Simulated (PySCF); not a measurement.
Nb²⁺: interval between two levels

Nb²⁺ [Kr] 4d3 [4F9/2, M_J = 9/2] → Nb²⁺ [Kr] 4d2 5p1 [4G11/2, M_J = 11/2], as a difference of total energies. Calculation: PySCF 2.14, in x2c-TZVPall-2c with one added diffuse shell each of s, p, d type (9s10p8d1f, 86 functions); the two-component X2C-1e Hamiltonian. Correlated levels: [Ar] 3d10 frozen; the 6 highest virtual spinors dropped. "Screened" scales the spin-orbit matrix elements by Boettger's factors to mimic the two-electron term; Breit and QED terms are absent.

```csv
method,interval between two levels (cm⁻¹)
GHF (spin-free),62960
GMP2 (spin-free),63210
GHF (screened spin-orbit),63785
GMP2 (screened spin-orbit),64093
```

The labels give the starting determinants; with spin-orbit coupling the two ends relaxed to ⟨J²⟩ = 24.76, ⟨L²⟩ = 12.06, ⟨S²⟩ = 3.74 and ⟨J²⟩ = 35.76, ⟨L²⟩ = 20.03, ⟨S²⟩ = 3.75.
